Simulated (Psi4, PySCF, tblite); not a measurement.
Intermolecular potential of H4Si ··· F4Si (SMILES [SiH4] and F[Si](F)(F)F), singlet. Monomers: optimised at B3LYP-D3(BJ) (def2-TZVP), held rigid. Orientation: lowest of the rigid-body minima from ten starts at GFN2-xTB. The monomers approach along the line of their centres of mass (distance R); nothing else relaxes.

Geometry at R = 3.95 Å (first 5 atoms: monomer A):
```
10

Si     0.0000     0.0000     0.0000
H     -0.5483     1.3597     0.2048
H      0.4774    -0.5395     1.2932
H     -1.0579    -0.8821    -0.5423
H      1.1288     0.0620    -0.9557
F     -1.0537     1.0121    -3.2060
Si    -0.9557     2.5397    -2.8682
F     -1.2031     3.3797    -4.1682
F     -2.0379     2.9064    -1.7951
F      0.4712     2.8609    -2.3043
```

- PBE-D3(BJ)/def2-TZVP, counterpoise-corrected (Psi4)
- SAPT0/jun-cc-pVDZ, frozen core (Psi4)
- RKS-B3LYP/6-311+G** = restricted B3LYP/6-311+G**, spherical d, no counterpoise correction (PySCF)
- MP2/aug-cc-pVDZ = DF-MP2/aug-cc-pVDZ, frozen core, counterpoise-corrected (Psi4)
- GFN2-xTB (tblite)

Interaction energies in kcal/mol (negative: bound); R is the distance of the centres of mass, d the H2···F9 distance.

```tsv
R / Å	d / Å	PBE-D3(BJ)/def2-TZVP	SAPT0/jun-cc-pVDZ	RKS-B3LYP/6-311+G**	MP2/aug-cc-pVDZ	GFN2-xTB
3.39	2.40	2.81	5.71	6.10	4.93	0.99
3.54	2.54	0.89	3.29	3.74	2.57	-0.80
3.78	2.77	-0.60	1.24	1.68	0.63	-2.05
3.95	2.93	-1.00	0.54	0.92	0.02	-2.25
4.15	3.13	-1.13	0.13	0.44	-0.29	-2.14
4.37	3.34	-1.06	-0.05	0.18	-0.39	-1.87
4.67	3.63	-0.86	-0.12	0.06	-0.35	-1.47
4.91	3.86	-0.68	-0.12	0.03	-0.29	-1.19
5.43	4.37	-0.37	-0.08	0.02	-0.17	-0.75
6.12	5.05	-0.16	-0.04	0.00	-0.08	-0.42
7.11	6.03	-0.06	-0.02	0.00	-0.03	-0.21
8.41	7.32	-0.02	-0.01	0.00	-0.01	-0.10
```

Lowest grid point: PBE-D3(BJ)/def2-TZVP -1.13 kcal/mol at R = 4.15 Å; SAPT0/jun-cc-pVDZ -0.12 kcal/mol at R = 4.67 Å; RKS-B3LYP/6-311+G** 0.00 kcal/mol at R = 7.11 Å; MP2/aug-cc-pVDZ -0.39 kcal/mol at R = 4.37 Å; GFN2-xTB -2.25 kcal/mol at R = 3.95 Å.
